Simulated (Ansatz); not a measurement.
Input for Ansatz (a first-principles code): R-CCSD(T)/aug-cc-pV(T+d)Z on ClH3 (a complex), monomers drawn apart or pushed together. Files ending in .json are basis or fitting sets from the Basis Set Exchange.

Ansatz 0.2 input:
```yaml
crystal:
  periodic: [false, false, false]
  atoms:
    - {symbol: Cl, position_ang: [-0.11795616, -0.58843122, -0.72128949]}
    - {symbol: H, position_ang: [-0.07378760, -0.40224195, 0.54698815]}
    - {symbol: H, position_ang: [-0.32068188, 0.16104773, 3.71507569]}
    - {symbol: H, position_ang: [0.39782556, -0.03588010, 3.71812157]}
basis:
  gaussian:
    orbitals: aug-cc-pV_T+d_Z.json
magnetization: {spin_polarized: false}
correlation: {method: ccsd_t, electrons: outside_noble_gas}
scf: {lower_state_search: off}
```

Problem. Predict the final total energy.

Solution. -461.5188 hartree (reference determinant -461.2417, T1 diagnostic 0.006).
